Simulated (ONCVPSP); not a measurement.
**Scattering properties, ONCV potential for ruthenium**

```json
{
  "Element": "Ru",
  "Generator": "ONCVPSP 4.0.1",
  "Type": "optimised norm-conserving Vanderbilt (ONCV)",
  "Functional": "LDA (Perdew-Zunger)",
  "Relativity": "scalar-relativistic",
  "Frozen core": "[Ar] 3d10",
  "Valence charge": "16",
  "Reference configuration": "4s2 4p6 4d6.5 (charge +1.5)",
  "Partial waves": "4s: rc 1.05 bohr, ncon 3, nbas 8, qcut 6 1/bohr, 2 projectors, debl 3 Ha; 4p: rc 1.60 bohr, ncon 4, nbas 9, qcut 9.1 1/bohr, 1 projector; 4d: rc 2.30 bohr, ncon 5, nbas 10, qcut 7.3 1/bohr, 1 projector",
  "Local potential": "polynomial inside 0.95 bohr (lpopt 5, dvloc0 4 Ha)",
  "Core correction": "polynomial model core, fcfact 0.5"
}
```

In the s channel the program set the typed energies aside and used -3.307, 0.250 Ha.

The phase is arctan(r·R′/R) of the radial function R(r), unwrapped; energies in Ha, scanned from -5 to 5 Ha. A pole is an energy at which the radial function vanishes at the test radius. The pseudo phase is shifted by a multiple of π to meet the all-electron one at the reference energy, and phase errors are pseudo minus all-electron; the curves can meet again beyond the range given. Levels narrower than the energy grid can be missing from the lists of poles.

```
channel  radius (bohr)  reference energy (Ha)  poles, all-electron  poles, pseudo  unbroken range about the reference energy with phases within 0.05 rad  phase error 1 Ha above the reference energy (rad)
      s           1.07                  -3.31                 2.22           2.21                                                        the whole range                                             +0.000
      p           1.62                  -2.21                -1.43    -1.44, 4.90                                                              below 0.3                                             -0.004
      d           2.34                  -0.67          -0.39, 3.36    -0.39, 3.64                                                              below 0.6                                             +0.015
```

Phases in the d channel:

| E (Ha) | all-electron | pseudo |
| --- | --- | --- |
| -4.96 | 1.404 | 1.404 |
| -4.48 | 1.392 | 1.392 |
| -4.00 | 1.378 | 1.378 |
| -3.52 | 1.359 | 1.359 |
| -3.04 | 1.335 | 1.335 |
| -2.56 | 1.300 | 1.300 |
| -2.08 | 1.242 | 1.243 |
| -1.60 | 1.125 | 1.126 |
| -1.12 | 0.663 | 0.665 |
| -0.64 | -1.287 | -1.287 |
| -0.16 | -1.710 | -1.708 |
| 0.32 | -1.982 | -1.967 |
| 0.80 | -2.701 | -2.602 |
| 1.28 | -4.027 | -3.931 |
| 1.76 | -4.422 | -4.383 |
| 2.24 | -4.564 | -4.538 |
| 2.72 | -4.642 | -4.619 |
| 3.20 | -4.696 | -4.673 |
| 3.68 | -4.743 | -4.715 |
| 4.16 | -4.793 | -4.755 |
| 4.64 | -4.860 | -4.798 |
